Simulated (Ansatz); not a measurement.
Reaction (ligand exchange at the Si–C bond): `O=C[SiH](O)O` + `C[SiH](F)S` → `C[SiH](F)S[SiH](O)O` + `C=O`

Calculated with Ansatz (gas phase, PBE0-D4/def2-TZVP geometries, no zero-point term in ΔE). CCSD(T)/CBS is the MP2 limit (def2-TZVPP, def2-QZVPP) plus CCSD(T) − MP2 in def2-TZVPP, frozen cores. This one scheme is used for every species. DFT in def2-TZVPP. One conformer a species, not always the lowest.

Task: Is it downhill or uphill in electronic energy at CCSD(T)/CBS, and by how much? (An estimate is asked.)

Result: Ansatz gave: Downhill: ΔE = -0.97 eV.

Task: What do these levels give: PBE0-D4, ωB97M-V, PBE, HF/def2-TZVPP, MP2/def2-QZVPP, MP2/CBS(def2)? (Estimate.)

Result: Computed: PBE0-D4 -1.00, ωB97M-V -0.96, PBE -0.89, HF/def2-TZVPP -0.90, MP2/def2-QZVPP -1.04, MP2/CBS(def2) -1.05 eV.

Largest T1 diagnostic among the species: 0.015.

The D4 term adds −0.11 eV with B3LYP and −0.06 eV with PBE0; it sums over pairs of atoms, weighted by their polarisabilities, and B3LYP, whose exchange is more repulsive, gets the larger term. In def2-TZVPP, CCSD(T) changes the Hartree–Fock value by −0.05 eV (the triples alone add −0.02 eV) and MP2 by −0.13 eV.

B3LYP here is the variant with VWN-RPA as its local correlation; programs differ in this.
